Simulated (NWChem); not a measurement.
BH, singlet; SMILES [BH]

```xyz
2

B      0.0000     0.0000     0.2379
H      0.0000     0.0000    -1.0144
```
Atoms are numbered in this order, from 1.

Results from NWChem. Geometry optimised at PBE0/def2-SVP; all other runs use it. Pople sets run with spherical d functions. Low-valent species are run as closed-shell singlets; no triplet was tried in these runs. Vzz has the sign of the potential's second derivative.

```json
[
 {"quantity": "Vzz B1 (a.u.)", "level": "B3LYP/6-31G*", "value": "(withheld)"},
 {"quantity": "−ε(HOMO) (eV)", "level": "B3LYP/aug-cc-pVDZ", "value": "6.55"},
 {"quantity": "vertical, lowest excitation, singlet (eV)", "level": "PBE/aug-cc-pVDZ, TDA", "value": "2.86"},
 {"quantity": "first state with f > 0.002 (eV), B K edge, unshifted", "level": "PBE/6-311G**, TDA", "value": "176.5"},
 {"quantity": "dipole (D)", "level": "PBE0/def2-SVP", "value": "(withheld)"},
 {"quantity": "highest harmonic frequency (cm⁻¹)", "level": "PBE0/def2-SVP", "value": "(withheld)"}
]
```

Q: Some entries are withheld; supply them.

A: 
- Vzz B1 (a.u.), value: -0.688
- dipole (D), value: 1.60
- highest harmonic frequency (cm⁻¹), value: 2365
